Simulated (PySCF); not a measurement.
## Working out the electron affinity of Hf

Hf⁻ [Xe] 4f14 5d3 6s2 (4F) → Hf [Xe] 4f14 5d2 6s2 (3F). Calculation: PySCF 2.14, in aug-cc-pVDZ-PP with ECP60MDF; a scalar-relativistic core potential. Frozen: 5s2 5p6. Energies in hartree (1 hartree = 27.21139 eV):

| part | Hf⁻ (lower) | Hf (upper) |
| --- | --- | --- |
| UHF | -47.904808 | -47.943256 |
| CCSD correlation | -0.081282 | -0.058633 |
| (T) | -0.006972 | -0.002763 |

**Question.** What does Hartree-Fock give?

**Answer.** (-47.943256) − (-47.904808) = -0.038448 hartree = -1.046 eV.

**Question.** What do CCSD and CCSD(T) give?

**Answer.** The CCSD correlation energies differ by 0.022649 hartree = 0.616 eV and the triples by 0.004209 hartree = 0.115 eV, so CCSD gives -0.430 eV and CCSD(T) -0.315 eV.

A double-zeta basis recovers only part of the correlation energy.

The coupled-cluster amplitudes are large, so a single reference is strained.

The configuration of this anion was assumed by filling the next shell in order. It is not the known or likely ground configuration (Ca⁻, Sr⁻ and Ba⁻, for instance, bind a p electron), so these values are not the electron affinity of the element.
